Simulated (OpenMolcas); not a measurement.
d8 ions of charge +2 down a group with 4 chloride ligands in tetrahedral coordination

```yaml
Program: OpenMolcas
Method: CASSCF
Spin-orbit_coupling: state interaction with AMFI integrals over the reference wave functions
```

The d shell is active. Anionic complexes are neutralised by point charges behind the ligands. Distances were set from a Shannon-type radius of the metal (high-spin where two are listed) plus a fixed donor radius (Cl 1.76 Å). Ligand basis ANO-RCC-VTZP, DKH2 Hamiltonian. States (labels of Td). Energies in cm-1 above the lowest state or level, χT in cm3 K/mol; under a threefold ground state the first gap can be a small split of the lowest multiplet, not the spin-orbit step; 10Dq and B are least-squares fits to the states below 45000 cm-1, weighted by degeneracy, with a free offset, and given where the rms deviation is under 5 % of |10Dq| (or 100 cm-1) and under 700 cm-1; 10Dq is negative for this site. Spin-only χT is S(S+1) / 2 for the spin of the ground state.

| Ion | Shell | R (Å) | Metal basis | Outer charge (e at Å behind ligand) | Ground state | First state of that spin | 10Dq | B (rms of fit) | First gap with spin-orbit (degeneracies) | χT at 300 K | First state of another spin | Spin-only χT |
| --- | --- | --- | --- | --- | --- | --- | --- | --- | --- | --- | --- | --- |
| Ni2+ | 3d8 | 2.31 | ANO-RCC-VTZP | 0.5 at 3.2 | 3T1 | 3T2 1666 | -2022 | 1261 (48) | 302.2 (1, 3) | 2.801 | 1T2 16356 | 1.000 |
| Pd2+ | 4d8 | 2.4 | ANO-RCC-VTZP | 0.5 at 2.6 | 3T1 | 3T2 4059 | -5064 | 808 (221) | 641.4 (1, 3) | 1.754 | 1E 11297 | 1.000 |

The rows also differ in their outer charges, so part of each step comes from that.

|10Dq| changes by a factor of 5064 / 2022 = 2.50 from Ni2+ to Pd2+.

B goes from 1261 cm-1 (Ni2+) to 808 cm-1 (Pd2+).

Every ion keeps the highest spin of its shell. χT departs most from the spin-only value for Ni2+, by +1.801 cm3 K/mol.

An orbital triplet at a regular site is open to Jahn-Teller coupling, which can distort the site and quench the lowest spin-orbit gaps and is left out. Without dynamic correlation the repulsion within the d shell is too large (B by tens of per cent), so at a given field states of lower spin stand too high. Ligand-to-metal charge-transfer states are missing. With no ligand orbital active B as a rule stays too high, so bands that hang on it stand too high and its fall with covalency is understated. With metal d orbitals alone and no dynamic correlation the field as a rule comes out too small, by tens of per cent, by up to half for chloride and softer ligands, and with too little covalency χT stands high (holds for Ni2+). Real 4d8 and 5d8 ions are as a rule square planar and diamagnetic (holds for Pd2+). The least metal-like active orbital is 85 % on the metal (Löwdin) and no ligand orbital is active, so the numbers are rough (holds for Pd2+). With metal d orbitals alone the field can be off either way by tens of per cent (holds for Pd2+). No measured value stands beside these numbers; the geometry was imposed, not optimised, and the real ion may take another.
